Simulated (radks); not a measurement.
Removal energies from the lutetium ion Lu8+, [Kr] 4d10 4f10 5s2 5p5, by Delta-SCF beside the eigenvalue of the level emptied. Calculated with a radial shooting solver on a logarithmic mesh with Libxc functionals: scalar-relativistic Kohn-Sham, PBEsol, spin-polarised, spherical densities, finite nucleus; Fermi nuclear charge, rms radius of each element as measured or else 0.836 A^(1/3) + 0.57 fm. Open shells are filled with parallel spins first.

removed from     final configuration  Delta-SCF (eV)  -eigenvalue (eV)
5p            [Kr] 4d10 4f10 5s2 5p4          157.47            148.69
4f             [Kr] 4d10 4f9 5s2 5p5          167.70            153.07
5s            [Kr] 4d10 4f10 5s1 5p5          194.22            184.56
4d             [Kr] 4d9 4f10 5s2 5p5          354.94            339.63
